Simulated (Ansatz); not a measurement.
`C[CH](F)[InH2]` + CH₃NH₂ → `CNC(C)F` + `[InH3]`  (substitution at a C–In bond)

Gas-phase electronic energies from Ansatz, PBE0-D4/def2-TZVP geometries. CBS: MP2 limit from def2 TZ/QZ plus the TZ coupled-cluster correction, frozen cores. DFT in def2-TZVPP. B3LYP here is the variant with VWN-RPA as its local correlation; programs differ in this. Elements past krypton have def2 core potentials. For In outer-core shells are correlated without core-valence functions, which leaves a few kJ/mol of doubt a bond. Each species was taken in one conformer, which may not be the lowest.

```
             level  ΔE (eV)
         r2SCAN-D4    -0.39
          B3LYP-D4    -0.34
               PBE    -0.30
     HF/def2-TZVPP    -0.49
    MP2/def2-TZVPP    -0.32
SCS-MP2/def2-TZVPP    -0.33
      HF/CBS(def2)    -0.48
     MP2/CBS(def2)    -0.26
```

(1) What does CCSD(T)/CBS give? (Estimate.)

Largest T1 diagnostic among the species: 0.014.

## Answers

(1) Ansatz gave: -0.28 eV. The listed levels differ from it by -0.11, -0.06, -0.02, -0.21, -0.04, -0.05, -0.20, 0.02 eV.

From PBE to PBE0 (25 % exact exchange), in def2-TZVPP and without D4, ΔE moves by −0.07 eV. In def2-TZVPP, CCSD(T) changes the Hartree–Fock value by +0.14 eV (the triples alone add +0.01 eV) and MP2 by +0.17 eV.
